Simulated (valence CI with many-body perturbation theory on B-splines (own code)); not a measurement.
Energy levels of I XXIII

Computed by valence CI with perturbative core correlation (CI+MBPT): three valence electrons over a frozen Dirac-Fock core [Ar] 3d10, a basis of 11 s, 11 p, 10 d, 8 f, 5 g, 2 h functions for each j, with the one-electron correlation potential Σ1, the two-electron term Σ2, the three-electron term Σ3, Breit, model QED; selected CI, second order for the rest, scaled by the run's own slope (own B-spline code, finite nucleus).

No measured levels were compared; by estimate levels hold to about 250 cm⁻¹ or 0.2 % of their energy and the worst to 1 %, as in measured heavy ions of charge 2 to 7; those with d or f electrons hold less well.

Levels 46 to 90 of 180, with energies above the lowest level, (4s^2 4p1/2) J=1/2. "Leading %" is the weight of the configuration and term that name the level; weights of strongly mixed levels are sums over their largest components and can fall short. In the jj column 3d3/2^4 stands for four electrons in 3d with j = 3/2.

```csv
No.,Configuration,Term,J,E (eV),Leading %,Second component,Leading jj
46,4p²4d,²P,3/2,211.16,36,31 % 4p²4d ⁴F,4p1/2 4p3/2 4d3/2 (91 %)
47,4p²4d,²F,7/2,211.20,35,30 % 4p²4d ²G,4p1/2 4p3/2 4d3/2 (82 %)
48,4p²4d,⁴D,1/2,211.55,84,14 % 4p²4d ²P,4p1/2 4p3/2 4d3/2 (98 %)
49,4p²4d,⁴F,7/2,213.09,42,39 % 4p²4d ⁴D,4p1/2 4p3/2 4d5/2 (96 %)
50,4p²4d,²G,9/2,215.18,49,48 % 4p²4d ⁴F,4p1/2 4p3/2 4d5/2 (92 %)
51,4p²4d,⁴D,3/2,216.47,39,39 % 4p²4d ²P,4p1/2 4p3/2 4d5/2 (79 %)
52,4p²4d,⁴D,5/2,216.62,32,19 % 4p²4d ⁴F,4p1/2 4p3/2 4d5/2 (76 %)
53,4p²4d,²G,7/2,219.55,45,18 % 4p²4d ⁴F,4p1/2 4p3/2 4d5/2 (61 %)
54,4p²4d,⁴P,5/2,220.19,42,38 % 4p²4d ²D,4p1/2 4p3/2 4d5/2 (52 %)
55,4p²4d,⁴P,3/2,220.66,44,27 % 4p²4d ²P,4p1/2 4p3/2 4d3/2 (74 %)
56,4p²4d,⁴P,1/2,221.15,44,26 % 4p²4d ²S,4p1/2 4p3/2 4d3/2 (81 %)
57,4p²4d,²D,5/2,223.85,41,33 % 4p²4d ²F,4p1/2 4p3/2 4d5/2 (39 %)
58,4p²4d,²D,3/2,225.97,76,7 % 4p²4d ²P,4p1/2 4p3/2 4d5/2 (73 %)
59,4p²4d,²P,1/2,226.38,76,12 % 4p²4d ²S,4p1/2 4p3/2 4d5/2 (68 %)
60,4p²4d,⁴D,7/2,228.21,48,35 % 4p²4d ²F,4p3/2^2 4d5/2 (91 %)
61,4p²4d,⁴F,9/2,228.98,47,41 % 4p²4d ²G,4p3/2^2 4d5/2 (86 %)
62,4p²4d,²P,1/2,230.25,57,20 % 4p²4d ⁴P,4p3/2^2 4d3/2 (44 %)
63,4p²4d,²D,3/2,231.35,43,32 % 4p²4d ⁴P,4p3/2^2 4d3/2 (87 %)
64,4p²4d,²D,5/2,231.82,27,24 % 4p²4d ⁴P,4p3/2^2 4d3/2 (66 %)
65,4p²4d,²F,7/2,233.81,57,20 % 4s4p4f ²F,4p3/2^2 4d3/2 (58 %)
66,4p²4d,²S,1/2,237.81,48,31 % 4p²4d ⁴P,4p3/2^2 4d5/2 (50 %)
67,4s4p4f,⁴G,5/2,237.85,60,24 % 4s4p4f ⁴F,4s 4p1/2 4f5/2 (79 %)
68,4s4p4f,⁴G,7/2,238.52,39,34 % 4s4p4f ⁴F,4s 4p1/2 4f7/2 (67 %)
69,4p²4d,²P,3/2,238.72,44,27 % 4p²4d ²D,4p3/2^2 4d5/2 (41 %)
70,4s4p4f,⁴F,3/2,239.48,47,22 % 4s4d² ⁴F,4s 4p1/2 4f5/2 (52 %)
71,4p²4d,²D,5/2,239.49,76,6 % 4p²4d ⁴D,4p3/2^2 4d5/2 (81 %)
72,4s4p4f,⁴G,9/2,240.29,34,31 % 4s4p4f ⁴F,4s 4p1/2 4f7/2 (77 %)
73,4s4p4f,⁴F,5/2,240.71,25,15 % 4s4p4f ⁴G,4s 4p1/2 4f5/2 (46 %)
74,4s4p4f,⁴D,7/2,242.07,35,27 % 4s4p4f ⁴G,4s 4p1/2 4f7/2 (60 %)
75,4p²4d,²D,3/2,242.69,63,9 % 4s4p4f ²D,4p3/2^2 4d3/2 (41 %)
76,4p²4d,²D,5/2,243.57,40,13 % 4p²4d ²F,4p3/2^2 4d5/2 (64 %)
77,4s4p4f,²G,7/2,245.23,51,16 % 4s4d² ²G,4s 4p1/2 4f5/2 (29 %)
78,4s4p4f,²F,5/2,247.52,35,14 % 4s4p4f ²D,4s 4p1/2 4f7/2 (45 %)
79,4s4d²,⁴F,7/2,248.31,66,18 % 4s4p4f ⁴D,4s 4d3/2 4d5/2 (59 %)
80,4s4d²,⁴F,5/2,248.65,56,17 % 4s4p4f ⁴D,4s 4d3/2 4d5/2 (48 %)
81,4s4d²,⁴F,3/2,248.71,68,13 % 4s4p4f ⁴F,4s 4d3/2^2 (46 %)
82,4s4d²,⁴F,9/2,249.12,56,18 % 4s4p4f ⁴G,4s 4d5/2^2 (59 %)
83,4s4d²,²G,9/2,250.98,42,26 % 4s4p4f ⁴G,4s 4d3/2 4d5/2 (42 %)
84,4s4d²,⁴P,1/2,251.09,96,,4s 4d3/2^2 (53 %)
85,4s4d²,⁴P,3/2,251.95,95,,4s 4d3/2 4d5/2 (93 %)
86,4s4d²,⁴P,5/2,252.35,75,13 % 4s4d² ²D,4s 4d3/2 4d5/2 (66 %)
87,4s4p4f,⁴G,11/2,253.46,100,,4s 4p3/2 4f7/2 (100 %)
88,4s4d²,²G,7/2,254.13,35,20 % 4s4p4f ²G,4s 4p3/2 4f5/2 (24 %)
89,4s4d²,²D,3/2,254.46,60,9 % 4s4p4f ⁴F,4s 4d5/2^2 (27 %)
90,4s4d²,²D,5/2,255.38,34,20 % 4s4d² ⁴P,4s 4d5/2^2 (47 %)
```

Where two levels of one J and parity lie close, their mixing, g and order are uncertain.
